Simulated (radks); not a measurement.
The numbers below are computed, except where a source is named.
Removal energies from the cadmium ion Cd12+, [Kr], by Delta-SCF beside the eigenvalue of the level emptied. Level of theory: Dirac Kohn-Sham, relativistic LDA (MacDonald-Vosko exchange, VWN5 correlation), spin-unpolarised, spherical densities, finite nucleus; Fermi nuclear charge, rms radius of each element as measured or else 0.836 A^(1/3) + 0.57 fm (a radial shooting solver on a logarithmic mesh with Libxc functionals). Sub-shells are occupied by j as written (lower j first in brackets).

removed from               final configuration  Delta-SCF (eV)  -eigenvalue (eV)
4p3/2         [Ar] 3d10 4s2 4p(1/2: 2, 3/2: 3)          306.10            293.14
4p1/2         [Ar] 3d10 4s2 4p(1/2: 1, 3/2: 4)          313.96            300.72
4s1/2                        [Ar] 3d10 4s1 4p6          351.78            338.15
3d5/2          [Ar] 3d(3/2: 4, 5/2: 5) 4s2 4p6          677.66            648.58
